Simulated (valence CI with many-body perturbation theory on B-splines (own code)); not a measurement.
**E1 line list for S+**

Method: configuration interaction combined with many-body perturbation theory (CI+MBPT): five valence electrons over a frozen Dirac-Fock core [Ne], radial functions for each j: 9 s, 9 p, 8 d, 6 f, 3 g, 1 h, with the one-electron correlation potential Σ1 (screened to all orders), the two-electron term Σ2, the three-electron term Σ3, Breit, model QED; selected single and double excitations, second order for the rest, scaled by the run's own slope (own B-spline code, finite nucleus).

Against 50 measured levels this calculation errs by 81 cm⁻¹ on average and by 269 at most. Among the levels kept, up to 1700 cm⁻¹ of a level comes from second order outside the variational space, and about a tenth of that is noise between levels of different J, which matters for small intervals.

Lines 151 to 200 of 236 in falling wavelength, among levels below 16.966 eV, chosen from the strongest by gf and those to the six lowest levels. Wavelengths and rates use the calculated energies, so an error of 80 cm⁻¹ moves a line at 1118 Å by 0.089 % and its rate by three times that or more. Electric multipoles are in the length gauge, E1 and E2 with the static RPA response of the core. Weak lines are less certain than strong ones. Lines between different terms over intervals too small for the method are left out, as are lines whose strength nearly cancels and 4 of this kind that miss the measured wavelength by over 7 %. The highest levels of a list are the least certain.

Names give the largest LS component (configuration and term), which can be under half, so a name can repeat, a term be missing and a line seem to break the LS rules; names also repeat where a configuration has a term twice.

```csv
λ vac (Å),λ from measured levels,Upper,Lower,A (s⁻¹),log gf,Branch %
1118,1116,3s²3p²3d ⁴D_1/2,3s²3p³ ²P°_3/2,9.72e+03,-5.44,1.3
1118,1116,3s²3p²3d ⁴D_1/2,3s²3p³ ²P°_1/2,2.13e+04,-5.10,2.9
1118,1116,3s²3p²3d ⁴D_3/2,3s²3p³ ²P°_3/2,5.15e+01,-7.41,0.0
1117,1115,3s²3p²3d ⁴D_5/2,3s²3p³ ²P°_3/2,3.46e+04,-4.41,1.1
1117,1115,3s²3p²3d ⁴D_3/2,3s²3p³ ²P°_1/2,3.54e+04,-4.58,2.6
1109,1108,3s²3p²3d ²F_5/2,3s²3p³ ²P°_3/2,2.20e+04,-4.61,0.1
1104,1102,3s²3p²3d ²P_3/2,3s²3p³ ²D°_5/2,3.74e+07,-1.56,77.0
1104,1102,3s²3p²3d ²P_3/2,3s²3p³ ²D°_3/2,1.82e+06,-2.88,3.8
1098,1097,3s²3p²3d ²P_1/2,3s²3p³ ²D°_3/2,4.14e+07,-1.82,82.6
1058,1056,3s²3p²4s ⁴P_1/2,3s²3p³ ²D°_3/2,2.56e+06,-3.07,0.3
1055,1053,3s²3p²4s ⁴P_3/2,3s²3p³ ²D°_5/2,3.45e+06,-2.64,0.3
1055,1053,3s²3p²4s ⁴P_3/2,3s²3p³ ²D°_3/2,9.38e+05,-3.20,0.1
1050,1049,3s²3p²3d ⁴F_3/2,3s²3p³ ²D°_5/2,1.35e+04,-5.05,4.9
1050,1048,3s²3p²4s ⁴P_5/2,3s²3p³ ²D°_5/2,9.57e+05,-3.02,0.1
1050,1050,3s3p⁴ ²S_1/2,3s²3p³ ²P°_3/2,9.96e+07,-1.48,64.1
1050,1049,3s²3p²3d ⁴F_3/2,3s²3p³ ²D°_3/2,2.13e+05,-3.85,77.3
1050,1048,3s²3p²4s ⁴P_5/2,3s²3p³ ²D°_3/2,6.11e+04,-4.22,0.0
1050,1050,3s3p⁴ ²S_1/2,3s²3p³ ²P°_1/2,5.49e+07,-1.74,35.3
1049,1048,3s²3p²3d ⁴F_5/2,3s²3p³ ²D°_5/2,1.72e+05,-3.77,40.6
1048,1048,3s²3p²3d ⁴F_5/2,3s²3p³ ²D°_3/2,1.57e+05,-3.81,37.1
1047,1046,3s²3p²3d ⁴F_7/2,3s²3p³ ²D°_5/2,3.07e+05,-3.39,100.0
1033,1031,3s²3p²4s ²D_5/2,3s²3p³ ²P°_3/2,1.69e+08,-0.79,12.1
1033,1031,3s²3p²4s ²D_3/2,3s²3p³ ²P°_3/2,6.24e+07,-1.40,4.6
1032,1031,3s²3p²4s ²D_3/2,3s²3p³ ²P°_1/2,1.36e+08,-1.06,9.9
1021,1022,3s3p⁴ ²D_3/2,3s²3p³ ⁴S°_3/2,5.07e+03,-5.50,0.0
1021,1021,3s3p⁴ ²D_5/2,3s²3p³ ⁴S°_3/2,3.57e+04,-4.48,0.1
1021,1020,3s²3p²4s ²P_1/2,3s²3p³ ²D°_3/2,1.63e+09,-0.29,77.7
1016,1014,3s²3p²4s ²P_3/2,3s²3p³ ²D°_5/2,1.46e+09,-0.05,69.4
1016,1014,3s²3p²4s ²P_3/2,3s²3p³ ²D°_3/2,1.03e+08,-1.20,4.9
1008,1007,3s²3p²3d ⁴D_1/2,3s²3p³ ²D°_3/2,3.88e+05,-3.93,53.6
1008,1007,3s²3p²3d ⁴D_3/2,3s²3p³ ²D°_5/2,2.43e+05,-3.83,17.8
1008,1007,3s²3p²3d ⁴D_3/2,3s²3p³ ²D°_3/2,1.01e+05,-4.21,7.4
1007,1007,3s²3p²3d ⁴D_5/2,3s²3p³ ²D°_5/2,2.53e+04,-4.64,0.8
1007,1006,3s²3p²3d ⁴D_7/2,3s²3p³ ²D°_5/2,1.54e+06,-2.73,100.0
1007,1006,3s²3p²3d ⁴D_5/2,3s²3p³ ²D°_3/2,1.79e+06,-2.79,58.1
1001,1001,3s²3p²3d ²F_5/2,3s²3p³ ²D°_5/2,3.67e+06,-2.48,9.5
1001,1000,3s²3p²3d ²F_5/2,3s²3p³ ²D°_3/2,3.49e+07,-1.50,90.2
996.5,996.0,3s²3p²3d ²F_7/2,3s²3p³ ²D°_5/2,3.07e+07,-1.44,100.0
952.2,953.0,3s3p⁴ ²S_1/2,3s²3p³ ²D°_3/2,9.07e+05,-3.61,0.6
946.9,947.0,3s²3p²3d ²P_3/2,3s²3p³ ⁴S°_3/2,5.78e+03,-5.51,0.0
943.9,943.1,3s²3p²3d ⁴P_5/2,3s²3p³ ²P°_3/2,2.16e+05,-3.76,0.0
943.0,943.0,3s²3p²3d ²P_1/2,3s²3p³ ⁴S°_3/2,1.97e+03,-6.28,0.0
942.0,941.2,3s²3p²3d ⁴P_3/2,3s²3p³ ²P°_3/2,9.10e+04,-4.32,0.0
941.6,940.8,3s²3p²3d ⁴P_3/2,3s²3p³ ²P°_1/2,1.09e+02,-7.24,0.0
941.0,940.0,3s²3p²3d ⁴P_1/2,3s²3p³ ²P°_3/2,5.93e+04,-4.80,0.0
940.6,939.6,3s²3p²3d ⁴P_1/2,3s²3p³ ²P°_1/2,1.36e+03,-6.44,0.0
938.1,937.7,3s²3p²4s ²D_5/2,3s²3p³ ²D°_5/2,1.13e+09,-0.05,81.1
938.1,937.7,3s²3p²4s ²D_3/2,3s²3p³ ²D°_5/2,8.54e+07,-1.35,6.2
937.9,937.4,3s²3p²4s ²D_5/2,3s²3p³ ²D°_3/2,9.36e+07,-1.13,6.7
937.9,937.4,3s²3p²4s ²D_3/2,3s²3p³ ²D°_3/2,1.09e+09,-0.24,79.3
```

(1) How does gf follow from A for the line at 942.0 Å?

Results:

(1) gf = 1.4992 × (2J+1)_upper × A / σ², with σ = 106157 cm⁻¹ and 2J+1 = 4: gf = 4.84e-05.
